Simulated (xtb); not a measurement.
GeI2 (SMILES [I][Ge][I]), singlet, from a rough starting geometry; GFN2-xTB run with xtb.

Here is a job for xtb.
```
$ xtb mol.xyz --gfn 2 --opt vtight --json

# file mol.xyz
3

Ge    -0.00354795    -0.04278619     1.12599838
I      0.98445308    -1.72371352    -0.52352247
I     -1.06657194     1.78555354    -0.52945437
```

Output, abridged:

```
   ID    Z sym.   atoms
    1   32 Ge     1
    2   53 I      2, 3

           -------------------------------------------------
          |                Calculation Setup                |
           -------------------------------------------------

           -------------------------------------------------
          |                 G F N 2 - x T B                 |
           -------------------------------------------------

          ...................................................
          :                      SETUP                      :
          :.................................................:
          :  # basis functions                  30          :
          :  # atomic orbitals                  27          :
          :  # shells                            9          :
          :  # electrons                        18          :
          :  max. iterations                   250          :
          :  Hamiltonian                  GFN2-xTB          :
          :  restarted?                      false          :
          :  GBSA solvation                  false          :
          :  PC potential                    false          :
          :  electronic temp.          300.0000000     K    :
          :  accuracy                    1.0000000          :
          :  -> integral cutoff          0.2500000E+02      :
          :  -> integral neglect         0.1000000E-07      :
          :  -> SCF convergence          0.1000000E-05 Eh   :
          :  -> wf. convergence          0.1000000E-03 e    :
          :  Broyden damping             0.4000000          :
          :  net charge                          0          :
          :  unpaired electrons                  0          :
          ...................................................

 iter      E             dE          RMSdq      gap      omega  full diag
   1     -8.8988395 -0.889884E+01  0.322E+01    0.90       0.0  T
   2     -8.5259683  0.372871E+00  0.342E+01    5.01       1.0  T
   3     -9.6699723 -0.114400E+01  0.106E+01    3.26       1.0  T
   4     -9.6673238  0.264850E-02  0.105E+01    3.28       1.0  T
   5     -9.6927125 -0.253886E-01  0.429E+00    3.12       1.0  T
   6     -9.6937794 -0.106698E-02  0.243E+00    3.16       1.0  T
   7     -9.6978341 -0.405471E-02  0.141E+00    3.05       1.0  T
   8     -9.6974552  0.378903E-03  0.118E+00    2.83       1.0  T
   9     -9.6991913 -0.173602E-02  0.172E-01    2.98       1.0  T
[...]
         :: total energy              -9.693663799975 Eh    ::
 * total energy  :    -9.6936638 Eh     change       -0.1021405E-11 Eh
 * total energy  :    -9.6582932 Eh     change        0.3537061E-01 Eh
 * total energy  :    -9.6958321 Eh     change       -0.3753894E-01 Eh
 * total energy  :    -9.6955258 Eh     change        0.3062865E-03 Eh
 * total energy  :    -9.6958605 Eh     change       -0.3346853E-03 Eh
 * total energy  :    -9.6958144 Eh     change        0.4616624E-04 Eh
 * total energy  :    -9.6958859 Eh     change       -0.7149882E-04 Eh
 * total energy  :    -9.6958861 Eh     change       -0.2741548E-06 Eh
 * total energy  :    -9.6958862 Eh     change       -0.5649698E-07 Eh
   *** GEOMETRY OPTIMIZATION CONVERGED AFTER 9 ITERATIONS ***
         :: total energy              -9.695886195152 Eh    ::
[...]
        17                          0.0142788               0.3885
        18                          0.0217408               0.5916
        19                          0.0248432               0.6760
        20                          0.0265567               0.7226
       ...                                ...                  ...
        27                          1.2316955              33.5161
      -------------------------------------------------------------
                  HL-Gap            0.1185451 Eh            3.2258 eV
             Fermi-level           -0.3592033 Eh           -9.7744 eV

     #   Z          covCN         q      C6AA      α(0)
     1  32 Ge       1.747     0.365   246.857    32.841
     2  53 I        0.935    -0.182   385.487    33.893
     3  53 I        0.935    -0.182   385.487    33.893

 Mol. C6AA /au·bohr⁶  :       3002.623885
 Mol. C8AA /au·bohr⁸  :     276005.531360
 Mol. α(0) /au        :        100.627568

Wiberg/Mayer (AO) data.
largest (>0.10) Wiberg bond orders for each atom

 ---------------------------------------------------------------------------
     #   Z sym  total        # sym  WBO       # sym  WBO       # sym  WBO
 ---------------------------------------------------------------------------
     1  32 Ge   2.593 --     2 I    1.296     3 I    1.296
     2  53 I    1.312 --     1 Ge   1.296
     3  53 I    1.312 --     1 Ge   1.296
 ---------------------------------------------------------------------------

Topologies differ in total number of bonds
Writing topology from bond orders to xtbtopo.mol

molecular dipole:
                 x           y           z       tot (Debye)
 q only:        0.001      -0.009       1.101
   full:        0.003      -0.022       2.780       7.065
molecular quadrupole (traceless):
                xx          xy          yy          xz          yz          zz
 q only:        0.019       3.453      -3.870      -0.057      -0.045       3.850
  q+dip:        1.789      11.929     -11.647      -0.121      -0.133       9.858
   full:        3.319      13.455     -11.835      -0.112      -0.126       8.516

optimized geometry written to: xtbopt.xyz

           -------------------------------------------------
          | TOTAL ENERGY               -9.695886195152 Eh   |
          | GRADIENT NORM               0.000005815328 Eh/α |
          | HOMO-LUMO GAP               3.225775063513 eV   |
           -------------------------------------------------

normal termination of xtb
```
